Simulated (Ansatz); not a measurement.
Molecule: sum formula H$_{6}$Si$_{2}$O$_{3}$, charge 0, multiplicity 1. SMILES: O[Si](O)(O)[SiH3]
Geometry from a B3LYP-D3(BJ)/def2-TZVP (Ansatz, a quantum-chemistry and plane-wave program) optimisation:
```
Si
O 1 1.6402
H 2 0.9625 1 118.19
O 1 1.6439 2 108.61 3 43.17
H 4 0.9611 1 117.08 2 -145.82
O 1 1.6525 2 113.50 3 -72.30
H 6 0.9606 1 118.39 2 -61.60
Si 1 2.3384 2 105.40 3 165.16
H 8 1.4817 1 111.44 2 -55.13
H 8 1.4843 9 108.77 1 120.92
H 8 1.4852 9 108.75 10 117.33
```

Property: vertical triplet-singlet gap (E(triplet) - E(singlet); each state is the SCF solution reached for its spin), in kcal/mol. Valence correlation only, unless marked. UHF or UKS for open shells. Spin-orbit coupling is left out. No relativistic terms. CBS marks a two-point X^-3 extrapolation of the correlation energy; Hartree-Fock from the larger set. The bracket is a focal-point correction in the basis named.

| level | program | vertical triplet-singlet gap (kcal/mol) |
|---|---|---|
| SVWN5/def2-TZVPD | Ansatz | 133.5 |
| PBE/def2-TZVPD | Ansatz | 131.2 |
| r2SCAN/def2-TZVPD | Ansatz | … |
| B3LYP/def2-TZVPD | Ansatz | 140.8 |
| PBE0/def2-TZVPD | Ansatz | 138.5 |
| BHLYP/def2-TZVPD | Ansatz | 148.0 |
| wB97M-V/def2-TZVPD | Ansatz | … |
| wB97X-V/def2-TZVPD | Ansatz | … |
| B2PLYP/def2-TZVPD | Ansatz | … |
| SCS-MP2/aug-cc-pV(D+d)Z | Ansatz | 154.1 |
| SCS-MP2/aug-cc-pV(T+d)Z | Ansatz | 153.4 |
| CCSD/aug-cc-pV(D+d)Z | Ansatz | 150.4 |
| CCSD/aug-cc-pV(T+d)Z | Ansatz | 148.9 |
| RI-MP2/CBS(aug-cc-pV(T+d)Z,aug-cc-pV(Q+d)Z)+[CCSD(T)-MP2]/aug-cc-pV(T+d)Z | Ansatz | 148.9 |

Fill in the missing entries.


- r2SCAN/def2-TZVPD, vertical triplet-singlet gap (kcal/mol): 134.9
- wB97M-V/def2-TZVPD, vertical triplet-singlet gap (kcal/mol): 148.6
- wB97X-V/def2-TZVPD, vertical triplet-singlet gap (kcal/mol): 148.4
- B2PLYP/def2-TZVPD, vertical triplet-singlet gap (kcal/mol): 145.5
